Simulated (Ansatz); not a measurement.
**GeSiH3ClO (SMILES [SiH3][O][Ge][Cl]): the energy, rung by rung**

GeSiH3ClO: 7 atoms, total charge 0, spin state singlet. SMILES: `[SiH3][O][Ge][Cl]`. Geometry: optimised at PBE0/def2-SVP. This is one conformer, not always the lowest.

```xyz
7

Si    0.1834    0.6730   -0.6157
O     0.4346   -0.9750   -0.4064
Ge    0.0793   -2.2394    0.7815
Cl   -0.9940   -0.9996    2.2819
H     0.7985    1.0507   -1.9196
H    -1.2764    0.9782   -0.6494
H     0.8360    1.4441    0.4820
```

Each level gives the adiabatic ionisation energy (to the doublet cation, shapes relaxed at PBE0/def2-SVP, no zero-point term) (eV). The values are calculated.

```
           level                    kind  program  value (eV)  less CCSD(T)/def2-SVP  CPU time (all runs)
     HF/def2-SVP            Hartree–Fock   Ansatz        8.81                  -0.46                6.4 s
    PBE/def2-SVP                     GGA   Ansatz        9.35                  +0.08                6.5 s
  B3LYP/def2-SVP           global hybrid   Ansatz        9.56                  +0.29                8.1 s
wB97M-V/def2-SVP  range-separated hybrid   Ansatz        9.65                  +0.38                 37 s
    MP2/def2-SVP     perturbation theory   Ansatz        9.24                  -0.03                6.3 s
CCSD(T)/def2-SVP   coupled cluster or CI   Ansatz        9.27                   0.00                 44 s
```

Differences are taken from CCSD(T)/def2-SVP for orientation; it has basis-set and higher-order errors of its own. All-electron rows without a relativistic Hamiltonian named are non-relativistic. The values span 8.81 to 9.65 eV. In the correlated wave-function rows the outer d shell of Ge is correlated, in sets not made for it. In so small a basis fixed costs decide the times, and correlated methods can beat functionals. CPU times are rough (shared hosts, several kinds of processor and program).
